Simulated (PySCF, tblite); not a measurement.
Isomers of C7H10NPSi. Computed values, GFN2-xTB/tblite, gas phase, harmonic and unscaled. This tight-binding method is rough: wavenumbers can miss measured ones by several per cent, in bad cases by 10 to 20. Modes of hydrogen on silicon can be 10 to 20 % off. One conformer each.

Electronic energies: PBE0/pcSseg-1 single points on the GFN2-xTB geometries (PySCF, gas phase).

```csv
SMILES,"electronic energy, lowest = 0 (kJ/mol)"
[SiH3]c1cncpc1C1CC1,0.0
C#CCn1cpc([SiH3])c1C,69.0
[SiH3]c1nccpc1C1CC1,3.7
[SiH3]N=P12C=CC(C=C1)C=C2,43.6
```

Q: How do GFN2-xTB zero-point energies change the relative energies?

A: 
| SMILES | ZPE (kJ/mol) | of it from modes above 1550 cm⁻¹ | electronic (kJ/mol) | with ZPE, lowest = 0 (kJ/mol) | lowest mode (cm⁻¹) | rings |
| --- | --- | --- | --- | --- | --- | --- |
| [SiH3]c1cncpc1C1CC1 | 381.3 | 168.4 | 0.0 | 0.0 | 51 | 2 |
| [SiH3]c1nccpc1C1CC1 | 380.2 | 168.5 | 3.7 | 2.7 | 51 | 2 |
| [SiH3]N=P12C=CC(C=C1)C=C2 | 375.4 | 197.4 | 43.6 | 37.7 | 41 | 3 |
| C#CCn1cpc([SiH3])c1C | 375.1 | 181.8 | 69.0 | 62.8 | 53 | 1 |

The zero-point energies span 6.2 kJ/mol, from `C#CCn1cpc([SiH3])c1C` to `[SiH3]c1cncpc1C1CC1`. The order is unchanged.

Q: And how do the electronic energies of GFN2-xTB itself compare?

A: `[SiH3]c1cncpc1C1CC1` 15.2; `[SiH3]c1nccpc1C1CC1` 17.5; `[SiH3]N=P12C=CC(C=C1)C=C2` 0.0; `C#CCn1cpc([SiH3])c1C` 72.1 kJ/mol, lowest = 0. Against the energies above, taken from the same isomer `[SiH3]c1cncpc1C1CC1`, the largest difference is 58.8 kJ/mol.
